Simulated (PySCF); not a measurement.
# From a log to its input

A PySCF 2.14 run on the atoms Ge 0 0 0; C 0 0 1.646 (angstrom) printed this (some set-up lines and the per-cycle HOMO/LUMO lines with their warnings removed):

```
PySCF version 2.14.0

[INPUT] verbose = 4
[INPUT] num. atoms = 2
[INPUT] num. electrons = 38
[INPUT] charge = 0
[INPUT] spin (= nelec alpha-beta = 2S) = 2
[INPUT] symmetry False subgroup None
[INPUT] Mole.unit = angstrom

nuclear repulsion = 61.7266248460754
number of shells = 22
number of NR pGTOs = 110
number of NR cGTOs = 58
basis = def2-svpd
ecp = {}

******** <class 'pyscf.dft.uks.UKS'> ********
method = UKS
initial guess = minao
damping factor = 0
level_shift factor = 0
DIIS = <class 'pyscf.scf.diis.CDIIS'>
diis_start_cycle = 1
diis_space = 8
diis_damp = 0
SCF conv_tol = 1e-09
SCF conv_tol_grad = None
SCF max_cycles = 50
direct_scf = True
direct_scf_tol = 1e-13
number electrons alpha = 20  beta = 18
XC library pyscf.dft.libxc version 7.0.0
    S. Lehtola, C. Steigemann, M. J.T. Oliveira, and M. A.L. Marques.,  SoftwareX 7, 1–5 (2018)
XC functionals = scan
    J. Sun, A. Ruzsinszky, and J. P. Perdew.,  Phys. Rev. Lett. 115, 036402 (2015)
    J. Sun, A. Ruzsinszky, and J. P. Perdew.,  Phys. Rev. Lett. 115, 036402 (2015)
radial grids:
    Treutler-Ahlrichs [JCP 102, 346 (1995); DOI:10.1063/1.469408] (M4) radial grids

becke partition: Becke, JCP 88, 2547 (1988); DOI:10.1063/1.454033
pruning grids: <function nwchem_prune>
grids dens level: 3
symmetrized grids: False
atomic radii adjust function: <function treutler_atomic_radii_adjust>
small_rho_cutoff = 0
Set gradient conv threshold to 3.16228e-05
tot grids = 34760
init E= -2114.31327929235

cycle= 1 E= -2114.68893103369  delta_E= -0.376  |g|= 0.364  |ddm|= 1.34

cycle= 2 E= -2114.1853077707  delta_E= 0.504  |g|= 0.875  |ddm|= 1.26
cycle= 3 E= -2114.71445895123  delta_E= -0.529  |g|= 0.221  |ddm|= 1.19
cycle= 4 E= -2114.75105430269  delta_E= -0.0366  |g|= 0.026  |ddm|= 0.268
cycle= 5 E= -2114.75226032437  delta_E= -0.00121  |g|= 0.011  |ddm|= 0.0903
cycle= 6 E= -2114.75261692062  delta_E= -0.000357  |g|= 0.00541  |ddm|= 0.0427
cycle= 7 E= -2114.75273327403  delta_E= -0.000116  |g|= 0.0027  |ddm|= 0.0265
cycle= 8 E= -2114.75276788309  delta_E= -3.46e-05  |g|= 0.00103  |ddm|= 0.0165
cycle= 9 E= -2114.75277241501  delta_E= -4.53e-06  |g|= 0.000431  |ddm|= 0.00798
cycle= 10 E= -2114.75277258963  delta_E= -1.75e-07  |g|= 4.58e-05  |ddm|= 0.000931
cycle= 11 E= -2114.75277260004  delta_E= -1.04e-08  |g|= 1.92e-05  |ddm|= 0.000346
cycle= 12 E= -2114.75277260296  delta_E= -2.93e-09  |g|= 1.7e-05  |ddm|= 0.000155
cycle= 13 E= -2114.75277260466  delta_E= -1.7e-09  |g|= 1.71e-05  |ddm|= 8.98e-05
cycle= 14 E= -2114.75277258715  delta_E= 1.75e-08  |g|= 1.61e-05  |ddm|= 0.000983
cycle= 15 E= -2114.75277254462  delta_E= 4.25e-08  |g|= 1.16e-05  |ddm|= 0.00325
cycle= 16 E= -2114.75277252152  delta_E= 2.31e-08  |g|= 8.68e-06  |ddm|= 0.00285
cycle= 17 E= -2114.75277252239  delta_E= -8.72e-10  |g|= 8.82e-06  |ddm|= 0.000135
Extra cycle  E= -2114.75277252277  delta_E= -3.81e-10  |g|= 7.11e-06  |ddm|= 5.12e-05
converged SCF energy = -2114.75277252277  <S^2> = 2.0425325  2S+1 = 3.0282222

******** <class 'pyscf.grad.uks.Gradients'> for <class 'pyscf.dft.uks.UKS'> ********
unit = Eh/Bohr
grid_response = True
--------------- UKS gradients ---------------
         x                y                z
0 Ge     0.0000000000    -0.0000000000     0.1149164492
1 C    -0.0000000000     0.0000000000    -0.1149164492
----------------------------------------------
Dipole moment(X, Y, Z, Debye):  0.00000, -0.00000, -1.37930
orbital energies (hartree): [array([-0.2807, -0.255 , -0.2431, -0.0886, -0.0635,  0.0434]), array([-0.5783, -0.317 , -0.2191, -0.1866, -0.1484, -0.0424])]
```

Task: Write the input that gave this log.

Result: The input was:

```python
from pyscf import gto, dft

mol = gto.M(
    atom='Ge 0 0 0; C 0 0 1.646',
    basis='def2-svpd',
    charge=0,
    spin=2,
    verbose=4,
)
mf = dft.UKS(mol, xc='scan')
mf.kernel()
g = mf.nuc_grad_method()
g.grid_response = True
g.kernel()
mf.dip_moment()
print('orbital energies (hartree):', [e[max(0, n-3):n+3].round(4) for e, n in zip(mf.mo_energy, mol.nelec)])
```

The bond length is a typed value, not an optimised one. No search for the lowest solution was made.
